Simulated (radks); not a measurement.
Results of a calculation; reference values are marked as such.
These are the eigenvalues of the occupied orbitals of an atom or ion with whole-number occupations (eV). Level of theory: non-relativistic Kohn-Sham, PBE, spin-polarised, spherical densities, point nucleus (a radial shooting solver on a logarithmic mesh with Libxc functionals).

| orbital | eigenvalue |
|---|---|
| 1s down | -65952.05 |
| 1s up | -65952.04 |
| 2s up | -11194.68 |
| 2s down | -11194.60 |
| 2p up | -10753.54 |
| 2p down | -10753.50 |
| 3s up | -2861.213 |
| 3s down | -2859.385 |
| 3p up | -2655.978 |
| 3p down | -2654.327 |
| 3d up | -2273.378 |
| 3d down | -2272.209 |
| 4s up | -871.5056 |
| 4s down | -869.0777 |
| 4p up | -784.5987 |
| 4p down | -782.1798 |
| 4d up | -625.7180 |
| 4d down | -623.2911 |
| 4f up | -415.2192 |
| 4f down | -412.6918 |

Which element is it, and in what charge state? The configuration may be excited. Open shells, if any, are filled with parallel spins first.

Answer. Z = 75, rhenium, charge +17: Re17+ in [Kr] 4d10 4f12. The list shows which subshells hold electrons but not how many an open one holds; the 1s level, -2423.7 hartree, gives Z - s = 69.6 by -(Z - s)^2/2, which with screening narrows Z to a few neighbours, and the depths of the outer levels then fix element, charge and occupations together.
